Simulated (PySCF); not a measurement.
# Tl⁺ (thallium, charge +1) across methods

[Xe] 4f14 5d10 6s1 6p1, high-spin 3P determinant (an excited configuration). Calculation: PySCF 2.14, in aug-cc-pVTZ-PP with ECP60MDF (6s5p4d2f, 55 functions); scalar relativity through the core potential.

| method | E (hartree) | mean ε 5d β (eV) | mean ε 6s α (eV) | mean ε 6p α (eV) | Σ⟨r²⟩ (bohr²) | ⟨S²⟩ |
| --- | --- | --- | --- | --- | --- | --- |
| PW91 | -172.1322 | -24.357 | -18.128 | -9.795 | 48.70 | 2.001 |
| UHF | -171.12397 | -31.537 | -21.770 | -12.962 | 48.91 | 2.004 |
| PBE0 | -172.0388 | -26.344 | -19.191 | -10.658 | 48.55 | 2.002 |
| LDA | -171.7694 | -24.433 | -18.370 | -9.845 | 48.74 | 2.001 |
| r2SCAN | -172.1151 | -24.735 | -18.457 | -10.029 | 48.27 | 2.004 |
| r2SCAN0 | -172.0639 | -26.681 | -19.545 | -10.887 | 48.23 | 2.003 |
| PBE | -172.0633 | -24.286 | -18.046 | -9.736 | 48.73 | 2.001 |
| LC-wPBE | -172.0703 | -29.051 | -22.010 | -13.147 | 48.29 | 2.002 |
| wB97M-V | -171.9650 | -28.912 | -21.403 | -12.702 | 48.62 | 2.001 |

Energies and moments cover only the electrons outside the core potential. Spin-orbit coupling, absent here, splits the open shell strongly.
